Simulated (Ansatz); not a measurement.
Wavefunction ladder for Cl2GaH2N (`[NH2][Ga]([Cl])[Cl]`)

```xyz
6

N    -0.409    0.019    0.992
Ga    0.292   -0.009   -0.656
Cl    0.979   -1.830   -1.506
Cl    0.475    1.782   -1.783
H    -0.552   -0.811    1.540
H    -0.785    0.850    1.413
```

The species carries charge 0 and has multiplicity 1. Correlated methods include outer-core shells of Ga, which these sets cover unevenly. Scalar relativity is left out up to krypton. The geometry is a stationary point of PBE0-D4/def2-TZVP. It is one conformer, not always the lowest. Frozen core, restricted reference, the Gaussian-basis code of Ansatz.

```tsv
basis	HF (Eh)	MP2 corr.	CCSD corr.	(T)	CCSD(T) total
def2-SVP	?	?	-0.66297	?	?
def2-TZVPP	-2898.06473	-0.80726	-0.83772	-0.03534	-2898.93779
def2-QZVPP	-2898.13302	?	–	–	–
```

Question: Fill in the withheld values. (Best estimate.)

Answer: Computed: def2-SVP HF (Eh): -2897.43110; def2-SVP MP2 corr.: -0.64109; def2-SVP (T): -0.01752; def2-SVP CCSD(T) total: -2898.11159; def2-QZVPP MP2 corr.: -1.10963.
